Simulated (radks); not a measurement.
Results of a calculation; reference values are marked as such.
Ionisation of the silver ion Ag34+, [Ne] 3s2 3p1, to [Ne] 3s2 as the strength of local exchange is varied. Level of theory: Dirac Kohn-Sham, Slater X-alpha exchange (alpha = 2/3 is LDA exchange), no correlation, spin-unpolarised, spherical densities, finite nucleus; open shells fill j = l - 1/2 first; Fermi nuclear charge, rms radius 4.5454 fm (a radial shooting solver on a logarithmic mesh with Libxc functionals).

alpha,E(Ag34+) (hartree),exchange (hartree),IE (eV),-e of the level emptied (eV),<r> of it (bohr)
0.557,-4359.46526,-67.22153,2138.7,2101.4 (3p1/2),0.3086
0.667,-4372.75399,-80.65909,2150.8,2113.8 (3p1/2),0.3076
0.692,-4375.77788,-83.72055,2153.5,2116.6 (3p1/2),0.3073
0.735,-4380.98221,-88.99273,2158.3,2121.4 (3p1/2),0.3070
0.739,-4381.46655,-89.48359,2158.7,2121.9 (3p1/2),0.3069
0.983,-4411.07772,-119.55958,2185.7,2149.5 (3p1/2),0.3048
1.013,-4414.72754,-123.27566,2189.0,2152.9 (3p1/2),0.3045

NIST Atomic Spectra Database: 2131 +/- 10 eV (semi-empirical). The central value is not met in this range of alpha. Spin polarisation and multiplet splitting are left out, so open shells lie too high by an amount that depends on their filling.

Beside tabulated values, note that spin-unpolarised runs miss the spin-polarisation part of the exchange energy of open shells.
